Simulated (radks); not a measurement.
Coulomb parameter of the 5d shell of the tungsten ion W2+ in the model configuration [Xe] 4f14 5d2 6p2, as a second difference U = [E(n + 0.5) + E(n - 0.5) - 2 E(n)] / (0.5)^2 with all orbitals relaxed. "Bare": the charge of the atom changes with n. "Screened": the 6p shell takes up the change at fixed total charge, which measures U(5d,5d) + U(6p,6p) - 2 U(5d,6p). All-electron calculation, scalar-relativistic Kohn-Sham, PBE, spin-unpolarised, spherical densities, finite nucleus; Fermi nuclear charge, rms radius 5.3658 fm. Program: a radial shooting solver on a logarithmic mesh with Libxc functionals.

| case | configuration | E - E(n) (eV) |
|---|---|---|
| start | [Xe] 4f14 5d2 6p2 | 0.000 |
| bare +0.5 | [Xe] 4f14 5d2.5 6p2 | -11.864 |
| bare -0.5 | [Xe] 4f14 5d1.5 6p2 | 14.653 |
| screened +0.5 | [Xe] 4f14 5d2.5 6p1.5 | -4.960 |
| screened -0.5 | [Xe] 4f14 5d1.5 6p2.5 | 5.425 |

U(bare) = 11.159 eV, U(screened by 6p) = 1.858 eV, against the Slater integral F0(5d,5d) = 14.192 eV with frozen orbitals.
